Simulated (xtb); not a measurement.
PbHF, SMILES [F][PbH] (connectivity only; charge and spin as stated), neutral, multiplicity 1. All values are semi-empirical tight-binding results from xtb (GFN2-xTB unless named), good for trends rather than for accurate numbers. Coordinates come from a GFN2-xTB optimisation.

Optimised geometry:

```xyz
3

Pb     0.0244     0.2039     0.0000
H     -1.8128     0.4195     0.0000
F     -0.0206    -1.9047     0.0000
```

For metal compounds this method's bond lengths and energies can be far off.

```
Item                                           Result
-------------------------------------  --------------
point group as xtb finds it                        Cs
orbital gap                                   2.73 eV
zero-point energy                        3.3 kcal/mol
G − E(el) at 298.15 K (modified RRHO)  -13.4 kcal/mol
```

Computed atomic charges and the Wiberg bond orders between heavy atoms:
charges (e) Pb1 0.69, H2 -0.19, F3 -0.50. Bond orders Pb1–F3 0.84.
